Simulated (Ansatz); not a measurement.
Stretching the Zn1–H2 bond in HIZn (SMILES [ZnH][I]) (multiplicity 1 held, fragments rigid). Energies count from the point at 1.531 Å.
Geometry at that point (charge 0, multiplicity 1):
```xyz
3

Zn     0.000     0.000    -1.525
H      0.000     0.000    -3.056
I      0.000     0.000     0.921
```

Unrestricted levels (U-) break spin symmetry where that is lower. Active spaces are followed from a long bond inwards. Curves can end on different states.

Correlated levels freeze the cores. Filled d and f shells under p-block atoms count as core.

The values were computed with Ansatz (Gaussian basis) for Hartree–Fock, density functionals and correlated methods. Each number belongs to the level named beside it. In def2 rows elements past Kr take small-core potentials, without spin–orbit coupling.

Energies in kcal/mol.

```csv
R (Å),U-MP2/def2-SVP,U-SCS-MP2/def2-SVP,U-CCSD/def2-SVP,"SC-NEVPT2 on CASSCF(2,2)/def2-SVP","FIC-MRCISD+Q on CASSCF(2,2)/def2-SVP"
1.225,23.1,24.1,24.6,24.0,24.7
1.378,4.5,4.8,5.1,5.2,5.2
1.531,0.0,0.0,0.0,0.0,0.0
1.684,3.2,2.9,2.5,2.1,2.5
1.837,10.4,9.9,9.0,8.1,8.9
2.067,24.6,23.8,21.8,20.1,21.5
2.296,43.3,43.3,35.4,32.7,34.6
2.679,62.0,63.2,54.9,50.3,52.9
3.062,68.7,70.3,67.4,61.8,___
3.521,71.5,73.2,73.1,68.6,71.7
4.133,72.5,74.2,74.6,71.5,74.8
4.898,72.7,74.5,74.8,72.2,___
```

### Question
What belongs in the gaps?

### Answer

- 3.062, FIC-MRCISD+Q on CASSCF(2,2)/def2-SVP: 64.7
- 4.898, FIC-MRCISD+Q on CASSCF(2,2)/def2-SVP: 75.5

Doubts at one or more of the structures used: a spin-contaminated determinant (U-MP2/def2-SVP, U-SCS-MP2/def2-SVP, U-CCSD/def2-SVP); T1 above 0.05 (U-CCSD/def2-SVP).

Ansatz is a program for electronic structure.
